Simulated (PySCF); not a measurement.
**Radial density of N⁺ (nitrogen, charge +1)**

UHF, [He] 2s2 2p2, high-spin 3P determinant. Calculation: PySCF 2.14, in x2c-TZVPall (5s3p2d1f, 31 functions); the spin-free X2C one-electron Hamiltonian (Gaussian nucleus).

| r (bohr) | 4πr²ρ (e/bohr) | 4πr²(ρα − ρβ) |
| --- | --- | --- |
| 0.00322 | 0.02691 | 0.0000 |
| 0.00542 | 0.07353 | 0.0000 |
| 0.00911 | 0.1949 | 0.0001 |
| 0.0153 | 0.5018 | 0.0002 |
| 0.0258 | 1.220 | 0.0006 |
| 0.0433 | 2.693 | 0.0020 |
| 0.0729 | 5.046 | 0.0074 |
| 0.123 | 7.205 | 0.0314 |
| 0.206 | 6.604 | 0.1286 |
| 0.347 | 3.272 | 0.4624 |
| 0.584 | 2.281 | 1.1541 |
| 0.982 | 3.175 | 1.5219 |
| 1.65 | 1.623 | 0.7494 |
| 2.78 | 0.1738 | 0.0848 |
| 4.67 | 0.002340 | 0.0015 |

Densities and radii are taken from the X2C orbitals without a picture-change correction, which distorts them close to the nucleus.
